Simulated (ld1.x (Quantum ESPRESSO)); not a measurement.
## u(r) = r·R(r): atom against pseudo-atom (P (Z = 15))

Columns: radius, all-electron u(r) and pseudo u(r) of the 3p shell (level -6.07 eV) of phosphorus in the configuration [Ne] 3s1 3p4; PBE, scalar-relativistic, RRKJ scheme, ld1.x (Quantum ESPRESSO) 7.5.

```
r (bohr)  all-electron   pseudo
   0.072        0.0848  -0.0031
   0.145        0.2060  -0.0124
   0.217        0.2816  -0.0274
   0.290        0.3041  -0.0483
   0.362        0.2820  -0.0739
   0.435        0.2281  -0.1044
   0.507        0.1555  -0.1383
   0.580        0.0713  -0.1761
   0.652       -0.0156  -0.2159
   0.725       -0.1032  -0.2584
   0.798       -0.1872  -0.3022
   0.870       -0.2645  -0.3462
   0.942       -0.3352  -0.3902
   1.015       -0.3998  -0.4342
   1.088       -0.4570  -0.4768
   1.160       -0.5066  -0.5167
   1.232       -0.5495  -0.5537
   1.305       -0.5864  -0.5876
   1.378       -0.6169  -0.6170
   1.450       -0.6411  -0.6411
   1.522       -0.6599  -0.6599
   1.595       -0.6739  -0.6739
   1.668       -0.6833  -0.6833
   1.740       -0.6886  -0.6886
   1.812       -0.6903  -0.6903
   1.885       -0.6888  -0.6888
```

How many radial nodes do the two functions have?

The all-electron 3p function has n − l − 1 = 1; the pseudo-wave has 0, since the states of the same l below it are removed with the core.

At about which radius was the pseudo-wave matched?

1.45 bohr, where the columns begin to agree (steps of 0.07 bohr).

Is the pseudo-wave norm-conserving?

Yes: the RRKJ scheme keeps the norm inside the radius equal to the all-electron one, which fixes the energy derivative of the logarithmic derivative at the level.
